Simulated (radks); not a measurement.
Spherical quantum dot in the effective-mass picture: electrons in a parabolic well V = omega^2 r^2 / 2 with omega = 0.389, with a point charge +1 (a donor) at the centre, all in effective atomic units (hartree* = m*/eps^2 hartree, bohr* = eps/m* bohr), one dielectric constant everywhere. Calculated with a radial shooting solver with Libxc functionals: non-relativistic Kohn-Sham, PBEsol, spin-polarised, spherical densities. Levels are named by radial order and angular momentum (1s, 1p, 1d, 2s, ...), and open shells are averaged over m.

N = 25, configuration 1s2 1p6 1d10 2s2 1f(up 5, down 0). This is the lowest configuration that the search found. Occupied and some empty levels:

level,occupation,eigenvalue (hartree*),<r> (bohr*)
1s up,1,6.1751,2.269
1s down,1,6.1786,2.164
1p up,3,6.3792,3.890
1p down,3,6.4016,3.799
2s up,1,6.4493,3.606
2s down,1,6.4724,3.638
1d up,5,6.5300,4.399
1d down,5,6.5595,4.349
1f up,5,6.6998,4.753
1f down,0,6.7332,4.728
2p up,0,6.7640,3.922
2p down,0,6.7823,3.952
1g up,0,6.8895,5.040
1g down,0,6.9249,5.032
2d up,0,6.9963,4.393
2d down,0,7.0162,4.403

Energy (hartree*): total 96.4320, kinetic 7.8545, external 27.208, Hartree 68.199, exchange-correlation -6.8290.
